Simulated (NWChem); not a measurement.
Species: CsI; SMILES [I][Cs]

Computed with NWChem. def2 effective core potentials on I, Cs; no spin-orbit coupling. Each level has its own optimisation; frequencies are unscaled.

For level Hartree-Fock/3-21G (all-electron, non-relativistic):

- r Cs–I (Å) = 3.645
- highest harmonic frequency (cm⁻¹) = 100

Problem. How do the values read with level PBE0/def2-SVP (core potentials) instead?

Solution. The r Cs–I (Å) is 3.383 and the highest harmonic frequency (cm⁻¹) is 118.
